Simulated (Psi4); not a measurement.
HAl, singlet, at a GFN2-xTB geometry (such geometries of metal compounds can be far from the true shape); Psi4 with MP2/cc-pVTZ.

Here is a job for Psi4.
```
memory 2 GB

molecule {
0 1
Al   -0.00000000   -0.00000000   -0.11521965
H     0.00000000    0.00000000    1.49785545
}

set {
  basis cc-pvtz
}

energy('mp2')
print_variables()
```

The log (banner, timings and long lists left out):

```
    SCF Algorithm Type (re)set to DF.

   => Loading Basis Set <=

    Name: CC-PVTZ
    Role: ORBITAL
    Keyword: BASIS

         ---------------------------------------------------------
                                   SCF
               by Justin Turney, Rob Parrish, Andy Simmonett
                          and Daniel G. A. Smith
                              RHF Reference
         ---------------------------------------------------------

  ==> Geometry <==

    Molecular point group: c2v
    Full point group: C_inf_v

    Geometry (in Angstrom), charge = 0, multiplicity = 1:

       Center              X                  Y                   Z               Mass
    ------------   -----------------  -----------------  -----------------  -----------------
         AL           0.000000000000     0.000000000000    -0.058082687769    26.981538530000
         H            0.000000000000     0.000000000000     1.554992412231     1.007825032230

  Running in c2v symmetry.

  Rotational constants: A = ************  B =      6.66851  C =      6.66851 [cm^-1]
  Rotational constants: A = ************  B = 199916.75634  C = 199916.75634 [MHz]
  Nuclear repulsion =    4.264713861561686

  Charge       = 0
  Multiplicity = 1
  Electrons    = 14
  Nalpha       = 7
  Nbeta        = 7

  ==> Algorithm <==

  SCF Algorithm Type is DF.
  DIIS enabled.
  MOM disabled.
  Fractional occupation disabled.
  Guess Type is SAD.
  Energy threshold   = 1.00e-08
  Density threshold  = 1.00e-08
  Integral threshold = 1.00e-12

  ==> Primary Basis <==

  Basis Set: CC-PVTZ
    Blend: CC-PVTZ
    Number of shells: 18
    Number of basis functions: 48
    Number of Cartesian functions: 54
    Spherical Harmonics?: true
    Max angular momentum: 3

   => Loading Basis Set <=

    Name: (CC-PVTZ AUX)
    Role: JKFIT
    Keyword: DF_BASIS_SCF

  ==> Integral Setup <==

  SCF_SUBTYPE=INCORE selected. In-core MEM_DF algorithm will be used.
  Using in-core AOs.

  ==> MemDFJK: Density-Fitted J/K Matrices <==

    J tasked:                   Yes
    K tasked:                   Yes
    wK tasked:                   No
    Algorithm:                 Core
    Schwarz Cutoff:           1E-12
    Mask sparsity (%):       0.0000
    Fitting Condition:        1E-10

   => Auxiliary Basis Set <=

  Basis Set: (CC-PVTZ AUX)
    Blend: CC-PVTZ-JKFIT
    Number of shells: 47
    Number of basis functions: 151
    Number of Cartesian functions: 180
    Spherical Harmonics?: true
    Max angular momentum: 4

  Minimum eigenvalue in the overlap matrix is 6.0334791326E-03.
  Reciprocal condition number of the overlap matrix is 1.5378398422E-03.
    Using symmetric orthogonalization.

  ==> Pre-Iterations <==

  SCF Guess: Superposition of Atomic Densities via on-the-fly atomic UHF (no occupation information).

   -------------------------
    Irrep   Nso     Nmo
   -------------------------
     A1        22      22
     A2         4       4
     B1        11      11
     B2        11      11
   -------------------------
    Total      48      48
   -------------------------

  ==> Iterations <==

                           Total Energy        Delta E     RMS |[F,P]|

   @DF-RHF iter SAD:  -241.91594017958889   -2.41916e+02   0.00000e+00
   @DF-RHF iter   1:  -242.45759145822348   -5.41651e-01   3.43258e-03 ADIIS/DIIS
   @DF-RHF iter   2:  -242.46125204018023   -3.66058e-03   7.13097e-04 ADIIS/DIIS
   @DF-RHF iter   3:  -242.46146633926818   -2.14299e-04   1.65171e-04 ADIIS/DIIS
   @DF-RHF iter   4:  -242.46149647767953   -3.01384e-05   2.52545e-05 DIIS
   @DF-RHF iter   5:  -242.46149756058756   -1.08291e-06   3.93230e-06 DIIS
   @DF-RHF iter   6:  -242.46149759264824   -3.20607e-08   6.08944e-07 DIIS
   @DF-RHF iter   7:  -242.46149759327946   -6.31218e-10   5.40734e-08 DIIS
   @DF-RHF iter   8:  -242.46149759328188   -2.41585e-12   6.09985e-09 DIIS
  Energy and wave function converged.

  ==> Post-Iterations <==

    Orbital Energies [Eh]
    ---------------------

    Doubly Occupied:

       1A1   -58.487887     2A1    -4.899282     1B2    -3.208306
       1B1    -3.208306     3A1    -3.207511     4A1    -0.502462
       5A1    -0.287338

    Virtual:

       2B2     0.030226     2B1     0.030226     6A1     0.140526
       7A1     0.221291     3B2     0.271421     3B1     0.271421
       1A2     0.273673     8A1     0.273673     9A1     0.290192
       4B2     0.322344     4B1     0.322344    10A1     0.408723
      11A1     0.579655     5B1     0.833434     5B2     0.833434
      12A1     0.893422     2A2     0.893422     6B1     0.900883
       6B2     0.900883     7B1     0.915765     7B2     0.915765
       3A2     0.916536    13A1     0.916536    14A1     0.982909
      15A1     1.115682     8B2     1.287873     8B1     1.287873
      16A1     1.545515    17A1     1.877306     9B2     2.319784
       9B1     2.319784    18A1     2.451784    19A1     3.110424
       4A2     3.588271    20A1     3.588271    10B2     3.737462
      10B1     3.737462    21A1     3.969044    11B2     4.256044
      11B1     4.256044    22A1     4.780719

    Final Occupation by Irrep:
             A1    A2    B1    B2
    DOCC [     5,    0,    1,    1 ]
    NA   [     5,    0,    1,    1 ]
    NB   [     5,    0,    1,    1 ]

  @DF-RHF Final Energy:  -242.46149759328188

   => Energetics <=

    Nuclear Repulsion Energy =              4.2647138615616855
    One-Electron Energy =                -345.8502383300610745
    Two-Electron Energy =                  99.1240268752175240
    Total Energy =                       -242.4614975932818766

Computation Completed

Properties will be evaluated at   0.000000,   0.000000,   0.000000 [a0]

Properties computed using the SCF density matrix

 Multipole Moments:

 ------------------------------------------------------------------------------------
     Multipole            Electronic (a.u.)      Nuclear  (a.u.)        Total (a.u.)
 ------------------------------------------------------------------------------------

 L = 1.  Multiply by 2.5417464519 to convert [e a0] to [Debye]
 Dipole X            :          0.0000000            0.0000000            0.0000000
 Dipole Y            :          0.0000000            0.0000000            0.0000000
 Dipole Z            :         -1.4074553            1.5116249            0.1041696
 Magnitude           :                                                    0.1041696

 ------------------------------------------------------------------------------------

  //>>>>>>>>>>>>>>>>>>>>>>>>>>>>>>>>>>>//
  //               DFMP2               //
  //<<<<<<<<<<<<<<<<<<<<<<<<<<<<<<<<<<<//

   => Loading Basis Set <=

    Name: (CC-PVTZ AUX)
    Role: RIFIT
    Keyword: DF_BASIS_MP2

	 --------------------------------------------------------
	                          DF-MP2
	      2nd-Order Density-Fitted Moller-Plesset Theory

	        Rob Parrish, Justin Turney, Andy Simmonett,
	           Ed Hohenstein, and C. David Sherrill
	 --------------------------------------------------------

   => Auxiliary Basis Set <=

  Basis Set: (CC-PVTZ AUX)
    Blend: CC-PVTZ-RI
    Number of shells: 42
    Number of basis functions: 152
    Number of Cartesian functions: 191
    Spherical Harmonics?: true
    Max angular momentum: 4

	 --------------------------------------------------------
	                 NBF =    48, NAUX =   152
	 --------------------------------------------------------
	   CLASS    FOCC     OCC    AOCC    AVIR     VIR    FVIR
	   PAIRS       0       7       7      41      41       0
	 --------------------------------------------------------

	-----------------------------------------------------------
	 ==================> DF-MP2 Energies <====================
	-----------------------------------------------------------
	 Reference Energy          =    -242.4614975932818766 [Eh]
	 Singles Energy            =      -0.0000000000000000 [Eh]
	 Same-Spin Energy          =      -0.0216135009111535 [Eh]
	 Opposite-Spin Energy      =      -0.1035275006282927 [Eh]
	 Correlation Energy        =      -0.1251410015394462 [Eh]
	 Total Energy              =    -242.5866385948213235 [Eh]
	-----------------------------------------------------------
	 ================> DF-SCS-MP2 Energies <==================
	-----------------------------------------------------------
	 SCS Same-Spin Scale       =       0.3333333333333333 [-]
	 SCS Opposite-Spin Scale   =       1.2000000000000000 [-]
	 SCS Same-Spin Energy      =      -0.0072045003037178 [Eh]
	 SCS Opposite-Spin Energy  =      -0.1242330007539512 [Eh]
	 SCS Correlation Energy    =      -0.1314375010576690 [Eh]
	 SCS Total Energy          =    -242.5929350943395377 [Eh]
	-----------------------------------------------------------

  Variable Map:
  ----------------------------------------------------------------------------
  "CURRENT CORRELATION ENERGY"           =>      -0.125141001539
  "CURRENT ENERGY"                       =>    -242.586638594821
  "CURRENT REFERENCE ENERGY"             =>    -242.461497593282
  "CUSTOM SCS-MP2 CORRELATION ENERGY"    =>      -0.131437501058
  "CUSTOM SCS-MP2 TOTAL ENERGY"          =>    -242.592935094340
  "DD SOLVATION ENERGY"                  =>       0.000000000000
  "HF KINETIC ENERGY"                    =>     242.489128040672
  "HF POTENTIAL ENERGY"                  =>    -484.950625633954
  "HF TOTAL ENERGY"                      =>    -242.461497593282
  "HF VIRIAL RATIO"                      =>       1.999886054902
  "MP2 CORRELATION ENERGY"               =>      -0.125141001539
  "MP2 DOUBLES ENERGY"                   =>      -0.125141001539
  "MP2 OPPOSITE-SPIN CORRELATION ENERGY" =>      -0.103527500628
  "MP2 SAME-SPIN CORRELATION ENERGY"     =>      -0.021613500911
  "MP2 SINGLES ENERGY"                   =>      -0.000000000000
  "MP2 TOTAL ENERGY"                     =>    -242.586638594821
  "NUCLEAR REPULSION ENERGY"             =>       4.264713861562
  "ONE-ELECTRON ENERGY"                  =>    -345.850238330061
  "PCM POLARIZATION ENERGY"              =>       0.000000000000
  "PE ENERGY"                            =>       0.000000000000
  "SCF ITERATION ENERGY"                 =>    -242.461497593282
  "SCF ITERATIONS"                       =>       8.000000000000
  "SCF TOTAL ENERGY"                     =>    -242.461497593282
  "SCS-MP2 CORRELATION ENERGY"           =>      -0.131437501058
  "SCS-MP2 TOTAL ENERGY"                 =>    -242.592935094340
  "TWO-ELECTRON ENERGY"                  =>      99.124026875218

  Array Variable Map:
  ----------------------------------------------------------------------------
  "CURRENT DIPOLE"                       =>       0.000000000000 ... 0.104169640696 1 by 3
  "SCF DIPOLE"                           =>       0.000000000000 ... 0.104169640696 1 by 3
  "SCF TOTAL ENERGIES"                   =>    -241.915940179589 ... -242.461497593282 1 by 9
```
